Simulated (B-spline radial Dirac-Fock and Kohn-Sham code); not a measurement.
Auger decay of the L2 hole in Tb³⁺

System: the Tb³⁺ ion in the configuration 1s2 2s2 2p6 3s2 3p6 3d10 4s2 4p6 4d10 4f8 5s2 5p6, inside a Watson sphere of charge -3 and radius 2.4 Å (a model of the Madelung potential; inside it an electron's potential energy is raised by 18.0 eV).

The computed values come from an atomic code on a B-spline grid: independent-particle radiative and Coulomb Auger rates from relativistic LDA hole-state orbitals, with Dirac-Fock energies. Kinetic energies are configuration averages from the vacuum level; the two-hole energies are estimated from single-hole states.

| transition | kinetic energy (eV) | width (meV) | share (%) |
| --- | --- | --- | --- |
| L2-L3N2 | 359.3 | 175 | 5.4 |
| L2-L3N3 | 395.6 | 54.7 | 1.7 |
| L2-L3N4 | 528.0 | 248 | 7.6 |
| L2-L3N5 | 535.1 | 77.7 | 2.4 |
| L2-M1M2 | 4449.4 | 88.2 | 2.7 |
| L2-M2M2 | 4635.9 | 85.5 | 2.6 |
| L2-M2M3 | 4797.7 | 263 | 8.1 |
| L2-M2M4 | 5138.0 | 139 | 4.2 |
| L2-M2M5 | 5164.2 | 234 | 7.2 |
| L2-M3M4 | 5288.3 | 183 | 5.6 |
| L2-M4M4 | 5621.9 | 153 | 4.7 |
| L2-M4M5 | 5653.9 | 654 | 20.0 |
| L2-M2N3 | 6143.8 | 56.7 | 1.7 |
| L2-M4N4 | 6770.9 | 48.7 | 1.5 |
| L2-M4N5 | 6776.3 | 113 | 3.5 |
| L2-M5N4 | 6802.8 | 85.9 | 2.6 |

The listed channels hold 82 % of the non-radiative rate. Summed by principal shells, of 3.26 eV in all: LMM 57.7 %, LMN 19.7 %, LLN 18.3 %, LNN 1.7 %, LMO 1.2 %, LLO 1.2 %.
